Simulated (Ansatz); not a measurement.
Cartesian coordinates in Å:
```
N 1.2955 0.2080 1.3681
Hf 0.2294 0.2565 -0.3523
N -0.0885 -1.6670 -0.8978
N -1.5801 1.0422 0.1030
Br 1.4165 1.5835 -2.1770
H 2.2847 0.0057 1.4276
H 0.9551 0.4498 2.2873
H -0.4613 -1.9585 -1.7917
H 0.1629 -2.4869 -0.3650
H -1.7576 2.0248 0.2639
H -2.4565 0.5419 0.1339
```

Charge 0, multiplicity 1. Hf: def2 effective core potential.

Problem. List the B3LYP/def2-TZVPP orbital energies in eV (Ansatz). (Best estimate.)

Solution. Computed: Occupied: -13138.21, -1699.86, -1531.54, -1531.52, -1531.52, -388.78, -388.78, -388.77, -235.64, -176.42, -176.37, -176.37, -70.72, -70.70, -70.70, -70.66, -70.66, -66.99, -35.58, -35.58, -35.56, -22.42, -22.21, -22.21, -19.96, -13.06, -13.06, -12.94, -10.73, -10.22, -10.22, -8.72, -7.94, -7.94, -7.25, -7.25, -7.16. Lowest empty: -0.37, -0.34, -0.34, 0.50, 0.74, 0.74, 1.22, 1.22.

B3LYP here is the variant with VWN-RPA as its local correlation; programs differ in this.
